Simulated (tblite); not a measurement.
Compound: C4H6F2O2Si.
SMILES with atom numbers: `[CH3:1][O:2][C:3]1=[CH:4][C@@H:5]([F:6])[Si@H:7]([F:8])[O:9]1` (hydrogens: H10, H11, H12 on C1; H13 on C4; H14 on C5; H15 on Si7)

The geometry is computed with GFN2-xTB (gas phase).

**Question.** Give the optimised bond lengths and angles.

**Answer.** 
```json
{"bond": "C1–O2", "length (Å)": "1.417", "order": "single"}
{"bond": "O2–C3", "length (Å)": "1.335", "order": "single"}
{"bond": "C3=C4", "length (Å)": "1.333", "order": "double"}
{"bond": "C4–C5", "length (Å)": "1.497", "order": "single"}
{"bond": "C5–F6", "length (Å)": "1.399", "order": "single"}
{"bond": "C5–Si7", "length (Å)": "1.919", "order": "single"}
{"bond": "Si7–F8", "length (Å)": "1.607", "order": "single"}
{"bond": "Si7–O9", "length (Å)": "1.640", "order": "single"}
{"bond": "C3–O9", "length (Å)": "1.373", "order": "single"}
{"bond": "C1–H10, C1–H11, C1–H12", "length (Å)": "1.091", "order": "single"}
{"bond": "C4–H13", "length (Å)": "1.072", "order": "single"}
{"bond": "C5–H14", "length (Å)": "1.096", "order": "single"}
{"bond": "Si7–H15", "length (Å)": "1.438", "order": "single"}
```

Bonds in one row agree within 0.01 Å and their mean is given. Orders are formal, as drawn. A selection of angles:
```json
{"angle": "C1–O2–C3", "degrees": "117.2"}
{"angle": "O2–C3–C4", "degrees": "125.0"}
{"angle": "O2–C3–O9", "degrees": "116.9"}
{"angle": "C4–C3–O9", "degrees": "118.1"}
{"angle": "C3–C4–C5", "degrees": "114.5"}
{"angle": "C4–C5–F6", "degrees": "110.8"}
{"angle": "C4–C5–Si7", "degrees": "101.0"}
{"angle": "F6–C5–Si7", "degrees": "111.8"}
{"angle": "C5–Si7–F8", "degrees": "112.5"}
{"angle": "C5–Si7–O9", "degrees": "93.8"}
{"angle": "F8–Si7–O9", "degrees": "107.3"}
{"angle": "C3–O9–Si7", "degrees": "112.5"}
```

Torsions: C1–O2–C3–C4 177° (antiperiplanar); O2–C3–C4–C5 180° (antiperiplanar); C3–C4–C5–F6 -117° (anticlinal); C4–C5–Si7–F8 109° (anticlinal); C5–Si7–O9–C3 0° (synperiplanar); O2–C3–O9–Si7 179° (antiperiplanar).

Si7 (fluorine-bound silicon) has angles from 93.8° to 120.9°. The 2 C–C bonds span 1.333 Å (C3=C4, drawn double) to 1.497 Å (C4–C5, drawn single), a spread of 0.164 Å. The 3 C–O bonds span 1.335 Å (O2–C3, drawn single) to 1.417 Å (C1–O2, drawn single), a spread of 0.082 Å. The 5-membered ring C3–C4–C5–Si7–O9 has internal angles of 93.8° to 118.1° (sum 540°, against 540° for a flat polygon); it is planar, 0.01 Å rms from its mean plane, widest ring torsion 2°. Of the pairs four or more bonds apart, O9···H11 is among the closest relative to their van der Waals radii: 2.57 Å, 94 % of the sum of Bondi's values. O9 (silyl ether oxygen) is bent (angle 112.5°).

Point group: C1 (no symmetry element, even within 0.4 Å). Its GFN2-xTB frequencies are all real (lowest 66 cm⁻¹). The numbers are those of one conformer.
